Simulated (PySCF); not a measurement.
A structure optimised at PBE-D3(BJ)/def2-SVP, used in a PySCF frequency run:

```
O
C 1 1.4214
H 2 1.1074 1 107.88
H 2 1.1111 3 108.67 1 120.84
H 2 1.1123 3 108.55 4 118.10
Si 1 1.6393 2 127.32 3 -171.76
F 6 1.6144 1 106.76 2 170.87
F 6 1.6216 7 107.20 1 -119.70
I 6 2.4312 7 110.37 8 -117.65
```
Charge 0, spin multiplicity 1.

Write its SMILES and formula.

CO[Si](F)(F)I, CH3F2IOSi

What are its rotational constants (standard atomic weights)?

2.2099, 0.98680, 0.83244 GHz
